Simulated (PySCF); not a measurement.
## Chlorine: a sound run and one with changed settings

Sound run: Cl⁺ [Ne] 3s2 3p4, Cl²⁺ [Ne] 3s2 3p3. All numbers are calculated (PySCF 2.14, scalar relativity by spin-free X2C-1e, in x2c-TZVPall (5s5p2d1f, 37 functions)). The sound run starts from symmetry-adapted Hartree-Fock orbitals and uses a fine grid where one is needed.

Changed run: 6 angular points. This setting is unsound on purpose.

| species | method | sound run (hartree) | changed run (hartree) | converged |
| --- | --- | --- | --- | --- |
| Cl⁺ | UHF | -460.45561 | -460.45561 | yes |
| Cl⁺ | PBE0 | -460.94229 | -461.96716 | yes |
| Cl⁺ | PBE | -460.90659 | -462.85728 | yes |
| Cl²⁺ | UHF | -459.62612 | -459.62612 | yes |
| Cl²⁺ | PBE0 | -460.06637 | -460.81316 | yes |
| Cl²⁺ | PBE | -460.03020 | -461.40120 | yes |

Ionisation energy of Cl⁺:

```tsv
method	sound run (eV)	changed run (eV)
UHF	22.572	22.572
```

A coarse angular grid integrates products of high-l functions wrongly, so density functionals can shift, and the SCF can exploit the error; Hartree-Fock and MP2 need no grid.

For comparison, NIST gives 23.814 eV between the lowest levels.
